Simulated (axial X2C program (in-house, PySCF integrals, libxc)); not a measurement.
# Spin–orbit effects down a group: molecules with Au (ions), CCSD

Computed with an in-house all-electron X2C program for linear molecules (integrals from PySCF), spin-free (one-electron X2C) or two-component (2c: spin–orbit coupling with atomic mean-field Coulomb and Gaunt terms, which also bring small scalar terms), in Dyall basis sets with cores contracted in-house; open shells are unrestricted.

Basis sets: Au dyall-acv3z, H dyall-av3z, Li dyall-av3z, Na dyall-av3z. Frozen shells (counts by l): AuH⁻ Au 5s4p2d1f, H none, 13 electrons correlated; LiAu⁻ Au 5s4p2d1f, Li 1s, 13 electrons correlated; NaAu⁻ Au 5s4p2d1f, Na 2s1p, 13 electrons correlated. Coupled cluster in natural virtuals with an MP2 remainder. Where the outer core of a metal is frozen, bonds come out longer and ionisation energies lower.

```json
{"molecule": "AuH⁻", "spin-free state": "M_S = 1/2, Λ = 0", "Re (Å)": "1.634", "ωe (cm⁻¹)": "1726.0", "De (eV)": "1.60", "2c state": "Ω = 1/2", "Re 2c (Å)": "1.627", "ωe 2c (cm⁻¹)": "1741.7", "De 2c (eV)": "1.64"}
{"molecule": "LiAu⁻", "spin-free state": "M_S = 1/2, Λ = 0", "Re (Å)": "2.451", "ωe (cm⁻¹)": "342.2", "De (eV)": "1.34", "2c state": "Ω = 1/2", "Re 2c (Å)": "2.447", "ωe 2c (cm⁻¹)": "343.3", "De 2c (eV)": "1.34"}
{"molecule": "NaAu⁻", "spin-free state": "M_S = 1/2, Λ = 0", "Re (Å)": "2.810", "ωe (cm⁻¹)": "166.9", "De (eV)": "1.02", "2c state": "Ω = 1/2", "Re 2c (Å)": "2.808", "ωe 2c (cm⁻¹)": "167.4", "De 2c (eV)": "1.02"}
```

Problem. Work out the shifts from the spin-free to the two-component result.

Solution. 

| molecule | 2c state | ΔRe (Å) | Δωe (cm⁻¹) | ΔDe (eV) |
| --- | --- | --- | --- | --- |
| AuH⁻ | Ω = 1/2 | -0.007 | noise | 0.04 |
| LiAu⁻ | Ω = 1/2 | -0.004 | noise | 0.00 |
| NaAu⁻ | Ω = 1/2 | -0.002 | noise | 0.00 |

Shifts of one unit in the last digit are rounding. Where the truncated virtual spaces of the two runs make Δωe unreliable it is marked noise.

Fragments in 2c: Au- + H, Au- + Li, Au- + Na. Each entry is the lowest single determinant of a limited PBE0 search at one distance. De goes to single-determinant-based atoms at the same level (for ions the charge split of lowest energy) and is withheld (n/a) where an atom does not fit its ground term or J level. Main or longest-lived isotopes.
